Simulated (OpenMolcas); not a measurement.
## Sb III: effect of the level shift or regulariser

```yaml
Program: OpenMolcas
Basis: ANO-RCC-VQZP [8s7p5d3f2g]
Scalar_Hamiltonian: DKH2, point nucleus
Active_space: 3 electrons in 9 orbitals (RAS2 5s 5p; RAS3 5d, at most 2 electrons)
State_averaging: 2S+1 = 4 odd, 1 root; 2S+1 = 2 odd, 11 roots; 2S+1 = 4 even, 3 roots; 2S+1 = 2 even, 9 roots
Spin-orbit_coupling: state interaction with AMFI integrals over the reference wave functions, term energies averaged over their components
```

Methods on the same reference wave functions:
A. RASSCF
B. MS-RASPT2, IPEA 0.25 Eh, imaginary shift 0.1 Eh (closed shells correlated: 4d)
C. MS-RASPT2, IPEA 0.25 Eh, sigma2 regulariser 0.3 Eh (closed shells correlated: 4d)

Energies in cm-1 above 5s2 5p 2P* 1/2, the measured ground level; measured values from Moore, Atomic Energy Levels, vol. III, NSRDS-NBS 35 (1971 reprint of NBS Circular 467, 1958).

| Level | A | B | C | Measured |
| --- | --- | --- | --- | --- |
| 5s2 5p 2P* 1/2 | 0.0 | 0.0 | 0.0 | 0.0 |
| 5s2 5p 2P* 3/2 | 5576 | 5630 | 5630 | 6576 |
| 5s 5p2 4P 1/2 | 50903 | 58330 | 58330 |  |
| 5s 5p2 4P 3/2 | 53226 | 60730 | 60730 |  |
| 5s 5p2 4P 5/2 | 56223 | 63650 | 63650 | 64356 |
| 5s 5p2 2D 3/2 | 72523 | 76220 | 76220 | 76523 |
| 5s 5p2 2D 5/2 | 73237 | 77080 | 77090 | 77792 |

Deviations, from unrounded energies. A percentage is the sum of absolute deviations over the sum of measured energies, with the sign that they share, or ± where signs differ.

| Against measurement | Levels | A | B | C |
| --- | --- | --- | --- | --- |
| mean absolute deviation (cm-1) | 4 | 4400 | 670 | 670 |
| fine structure of the ground term (%) | 1 | -15.2 | -14.4 | -14.4 |
| other configurations (%) | 3 | -7.6 | -0.8 | -0.8 |

B, C lie about equally close to measurement and A furthest from it. The largest miss of C in the table is 5s2 5p 2P* 3/2, by -950 cm-1. The ranking rests on the paired levels alone, and a cruder setting can come out closer through cancelling errors.

Between B and C no level of the table moves by more than 5 cm-1.

The two smallest mean deviations differ by little beside CASPT2's spread within terms, so their order carries little weight.

The lowest spin-free term lies below A's lowest term by 0.464 hartree in B, 0.464 hartree in C.

CASPT2 breaks the degeneracy within a term, and the mean is taken; among the terms shown or strongly mixed into the levels shown the widest spread is 41 cm-1 (5s 5p2 2D, C). The run also gave levels led by 5s 5p 5d, which use shells meant for correlation; these and all levels above them are left out. Some terms mix strongly with configurations of 5d, whose occupation reaches 0.21 (5s 5p2 2D). Measured partners are found by configuration, term and J. A level has none where our copy of the source lacks it or the pairing is in doubt (some pairs that miss far off the trend of their configuration count as doubtful), and it then counts in no deviation. Levels of configurations outside the active space are missing. Levels that lie high or do not pair safely by name in every column are left out.

* marks odd parity.
